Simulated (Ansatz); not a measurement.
Ansatz results at the PBE0-D4/def2-TZVP geometry: HOMO energy (ωB97M-V/def2-TZVPP) -10.10 eV; size of the dipole moment (B3LYP/def2-TZVPP) 2.03 D; LUMO energy (B3LYP/def2-TZVPP) -1.17 eV.

Each molecule was computed in one conformer, which needn't be the lowest.

Q: Which molecule gave them?
A. `[F][Sn]([F])([F])[I]`
B. `C[O][Sn]([F])([CH2][Si](C)(C)C)[O]C`
C. `CC(C)[NH][Sn]([Cl])([Cl])[NH]C(C)C`
D. `[SiH3][SnH2][SiH3]`

A: B. The others give `CC(C)[NH][Sn]([Cl])([Cl])[NH]C(C)C`: -9.48, 2.55, -1.62; `[SiH3][SnH2][SiH3]`: -9.58, 0.18, -0.59; `[F][Sn]([F])([F])[I]`: -11.25, 3.30, -3.80.

B3LYP here is the variant with VWN-RPA as its local correlation; programs differ in this.
